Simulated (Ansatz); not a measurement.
Reaction (redistribution): `[OH][Zr]([OH])([Cl])[Cl]` + `C[O][GeH2][I]` → `[OH][Zr]([Cl])([Cl])[I]` + `C[O][GeH2][OH]`

Gas-phase electronic energies from Ansatz, PBE0-D4/def2-TZVP geometries. CBS: MP2 limit from def2 TZ/QZ plus the TZ coupled-cluster correction, frozen cores. Functionals use def2-TZVPP. def2 core potentials past Kr. For Ge, I, Zr outer-core shells are correlated without core-valence functions, which leaves a few kJ/mol of doubt a bond. Scalar relativity is left out up to krypton. Each species was taken in one conformer, which may not be the lowest.

```csv
level,ΔE (eV)
BHLYP-D4,0.32
CCSD(T)/def2-TZVPP,0.22
```

Task: What does CCSD(T)/CBS give? (An estimate is asked.)

Result: Computed: +0.29 eV. The listed levels differ from it by 0.03, -0.07 eV.

Largest T1 diagnostic among the species: 0.016.

At CCSD(T), def2-SVP lies +0.09 eV from the extrapolated value and def2-TZVPP −0.06 eV. From BLYP to BHLYP (50 % exact exchange), in def2-TZVPP and without D4, ΔE moves by −0.03 eV.
